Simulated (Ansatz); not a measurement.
Computed with Ansatz on PBE0-D4/def2-TZVP structures; ΔE is electronic, products minus reactants. CCSD(T)/CBS adds triple-zeta CCSD(T) − MP2 to the extrapolated MP2 energy (def2 sets, frozen cores). This one scheme is used for every species, atoms too. For atomizations the MP2-based limit and the directly extrapolated one differ by several kJ/mol either way, and by 10 to 25 for some Ge, Se and Sn compounds, so smaller differences from it don't rank the levels. Open shells (•) are unrestricted, without spin–orbit coupling. Spin–orbit coupling would lower the free atoms: a little for C, F; strongly for In. Elements past krypton have def2 core potentials. For In outer-core shells are correlated without core-valence functions, so the limit isn't a true one: a few kJ/mol of doubt a bond, and 10 to 20 or more in all where bonds break to atoms.

`[CH3][In]([CH3])[F]` → 2 C• + F• + 6 H• + In•  (atomization)

`[CH3][In]([CH3])[F]`:

Z-matrix (Å, degrees):
```
C
In 1 2.131
H 1 1.089 2 112.3
H 1 1.091 2 108.6 3 121.3
H 1 1.091 2 108.5 3 -121.3
C 2 2.131 1 144.4 3 -0.6
F 2 1.980 1 107.8 3 179.5
H 6 1.091 2 108.5 1 -121.2
H 6 1.089 2 112.3 1 0.1
H 6 1.091 2 108.5 1 121.4
```

```json
{"level": "CCSD/def2-TZVPP", "ΔE (kJ/mol)": "3336.1"}
{"level": "HF/def2-QZVPP", "ΔE (kJ/mol)": "2561.3"}
```

(1) What does CCSD(T)/CBS give? (Estimate.)

Largest T1 diagnostic among the species: 0.015.

Answers

(1) The calculation gave: +3464.3 kJ/mol. The listed levels differ from it by -128.2, -903.0 kJ/mol.

Leaving LDA and LC-ωPBE aside and taking each functional with its dispersion term where it has one, the values, not all of them listed here, spread over 143.3 kJ/mol, from BHLYP-D4 to PBE-D4. LDA lies +429.3 kJ/mol from PBE without D4, its usual overbinding. From BLYP to BHLYP (50 % exact exchange), in def2-TZVPP and without D4, ΔE moves by −61.3 kJ/mol: exact exchange takes away binding that semilocal exchange gives to molecules. At CCSD(T), def2-SVP lies −195.6 kJ/mol from the extrapolated value and def2-TZVPP −82.7 kJ/mol: correlation converges slowly with the basis, and small sets miss more of it in the bonded molecule than in its fragments.
